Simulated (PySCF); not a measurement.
# How methods differ on the excitation energy of Xe²⁺

Xe²⁺ [Kr] 4d10 5s2 5p4 (3P) → Xe²⁺ [Kr] 4d10 5s2 5p3 6s1 (5S), as a difference of total energies. Calculation: PySCF 2.14, in aug-cc-pVQZ-PP with ECP28MDF (7s7p5d3f2g, 92 functions); scalar relativity through the core potential. Correlated levels: valence: 4s2 4p6 4d10 frozen. The calculations carry no spin-orbit coupling.

| method | excitation energy (eV) |
| --- | --- |
| UHF | 14.030 |
| LDA | 14.426 |
| PBE | 14.259 |
| PBE0 | 14.450 |
| r2SCAN | 14.807 |
| BLYP | 14.413 |
| B97-3 | 14.692 |
| TPSS | 14.586 |
| M06-2X | 14.307 |
| MP2 (valence) | 14.294 |
| SCS-MP2 (valence) | 14.562 |

Problem. How much does correlation contribute at MP2 (valence)?

Solution. 14.294 − (14.030) = 0.264 eV, measured against UHF.

The promoted electron is Rydberg-like, and one or two diffuse shells describe it only roughly, which tends to raise the upper state.
